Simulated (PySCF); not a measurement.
## LDA on Pd (palladium, neutral)

Configuration: [Kr] 4d9 5p1, one real determinant (an excited configuration). Calculation: PySCF 2.14, in x2c-TZVPPall (8s6p6d2f1g, 79 functions); the spin-free X2C one-electron Hamiltonian (Gaussian nucleus).

```
Total energy                                                  : -5039.76 hartree
One-electron energy                                           : -6951.64 hartree
Hartree (Coulomb) energy                                      : 2051.67 hartree
Exchange-correlation energy                                   : -139.79 hartree
⟨S²⟩                                                          : 2.0002
⟨L²⟩                                                          : 8.014
Sum of ⟨r⟩                                                    : 33.67 bohr
Sum of ⟨r²⟩                                                   : 60.94 bohr²
Traceless quadrupole moment −½Σ⟨3z² − r²⟩ along its main axis : -8.89 e·bohr²
Langevin diamagnetic susceptibility                           : -48.3 ×10⁻⁶ cm³/mol
```

```tsv
shell	electrons	mean orbital energy (hartree)	spread (hartree)	rms radius, mean of both spins (bohr)
1s α	1	-885.61723	0	0.0366
1s β	1	-885.61680	0	0.0366
2s α	1	-129.54556	0	0.150
2s β	1	-129.53982	0	0.150
2p α	3	-116.31423	0.01063	0.133
2p β	3	-116.30957	0.00641	0.133
3s α	1	-23.49660	0	0.406
3s β	1	-23.49219	0	0.406
3p α	3	-19.14083	0.01999	0.408
3p β	3	-19.13606	0.01585	0.408
3d α	5	-12.17103	0.02374	0.391
3d β	5	-12.16492	0.01499	0.391
4s α	1	-3.33109	0	1.01
4s β	1	-3.30634	0	1.01
4p α	3	-2.08013	0.04074	1.11
4p β	3	-2.05461	0.01553	1.11
4d α	5	-0.32731	0.04310	1.65
4d β	4	-0.30149	0.00838	1.65
5p α	1	-0.08034	0	4.89
```

⟨L²⟩ = 8.01 against 12 for a pure F term, so this real determinant mixes terms.

Densities and radii are taken from the X2C orbitals without a picture-change correction, which distorts them close to the nucleus.
